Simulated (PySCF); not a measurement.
## TiOCl2: fields on a plane

All numbers come from PBE in PySCF with Ti def2-SVP, O def2-SVP, Cl def2-SVP; no relativity; density-fitted integrals.

The singlet minimum has Ti–Cl 2.225 Å (×2), Ti–O 1.595 Å; Cl–Ti–Cl 125.8°, Cl–Ti–O 113.8° (×2).

The plane holds Ti1 at (0.00, 0.00), O2 at (1.60, 0.00), Cl3 at (-0.90, 2.04) Å. Columns run from x = -2.85 to 3.75 Å, rows from y = 4.35 (top) to -1.95 Å, in steps of 0.3 Å. Other isomers or separated fragments may lie lower.

Q: Give the electrostatic potential (V) (cut at 20 V). Lower edges of the bins (V): '0' -1.05, '1' -0.93, '2' -0.73, '3' -0.42, '4' 0.08, '5' 0.86, '6' 2.11, '7' 4.08, '8' 7.20, '9' 12.15; top 20.0.

A: 
```
33333333333333333333333
33333333333333333333333
33333333333333333333333
33334444433233333333333
33345666643323333333333
33357899864333333333333
33468999986433333333333
33479999997433333333333
33479999997543332222333
33469999997654322222223
33457999987765432112222
33456789999876543101122
44455789999987776410122
44456789999999999630012
44556789999999999840012
44556789999999999840012
44456789999999999630012
44456689999987776410122
44445678899876543211222
33446788877765432112223
33456788876654432222233
33446788765544333333333
```

Q: Give the electron localisation function (set to 0 where the density is under 0.005 e/Å³). Every second row and column.

A: 
```
0.00 0.00 0.00 0.00 0.00 0.00 0.00 0.00 0.00 0.00 0.00 0.00
0.00 0.00 0.25 0.40 0.39 0.18 0.00 0.00 0.00 0.00 0.00 0.00
0.00 0.37 0.65 0.81 0.80 0.61 0.17 0.00 0.00 0.00 0.00 0.00
0.17 0.63 0.89 0.29 0.83 0.81 0.38 0.00 0.00 0.00 0.00 0.00
0.23 0.71 0.88 0.84 0.10 0.82 0.30 0.01 0.00 0.00 0.00 0.00
0.11 0.60 0.85 0.80 0.83 0.46 0.09 0.27 0.33 0.14 0.00 0.00
0.00 0.28 0.56 0.31 0.23 0.54 0.15 0.81 0.80 0.51 0.11 0.00
0.00 0.02 0.04 0.15 0.83 0.51 0.37 0.32 0.76 0.76 0.24 0.00
0.00 0.06 0.17 0.09 0.74 0.83 0.25 0.83 0.87 0.67 0.19 0.00
0.00 0.36 0.67 0.67 0.23 0.09 0.11 0.62 0.58 0.32 0.00 0.00
0.00 0.50 0.78 0.86 0.84 0.58 0.07 0.07 0.12 0.00 0.00 0.00
```
